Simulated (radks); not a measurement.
Results of a calculation; reference values are marked as such.
The mean radii <r> (bohr) of the occupied orbitals of an atom or ion are listed with their occupations. Level of theory: Dirac Kohn-Sham, PBE, spin-unpolarised, spherical densities, point nucleus (a radial shooting solver on a logarithmic mesh with Libxc functionals).

orbital  occ.      <r>
1s1/2       2  0.02507
2s1/2       2   0.1070
2p1/2       2  0.08991
2p3/2       4  0.09601
3s1/2       2   0.2848
3p1/2       2   0.2747
3p3/2       4   0.2867
3d3/2       4   0.2577
3d5/2       6   0.2615
4s1/2       2   0.6538
4p1/2       2   0.6741
4p3/2       4   0.7009
4d3/2       4   0.7602
4d5/2       6   0.7697
5s1/2       2    1.516
5p1/2       2    1.665
5p3/2       3    1.728

Name the element and its charge. Open shells, if any, fill j = l - 1/2 first.

Answer. Z = 57, lanthanum, charge +4: La4+ in [Kr] 4d10 5s2 5p5. The 1s radius gives Z: for a bare nucleus <r> = (2 gamma + 1)/(2Z) with gamma = sqrt(1 - (Z/c)^2), 0.02473 bohr for Z = 57, and screening makes it slightly larger (0.02507 here). The occupations add up to 53, and the charge is Z minus that.
